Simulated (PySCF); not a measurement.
# Correlation energy of P (phosphorus, neutral)

[Ne] 3s2 3p3, high-spin 4S determinant. Computed with PySCF 2.14 in x2c-TZVPPall with one added diffuse shell each of s, p, d type (6s6p4d1f, 51 functions), with scalar relativity by spin-free X2C-1e. Frozen: [Ne]; 5 electrons correlated.

MP2 pair energies summed by pair of shells (mhartree):

```json
{"pair": "3s-3p", "energy": "-53.96", "share (%)": "64.7"}
{"pair": "3p-3p", "energy": "-18.80", "share (%)": "22.6"}
{"pair": "3s-3s", "energy": "-10.61", "share (%)": "12.7"}
```

Total MP2 correlation energy: -83.38 mhartree.

Same-spin part -22.87 and opposite-spin part -60.50 mhartree; SCS-MP2 scales them by 1/3 and 6/5 to -80.23 mhartree.
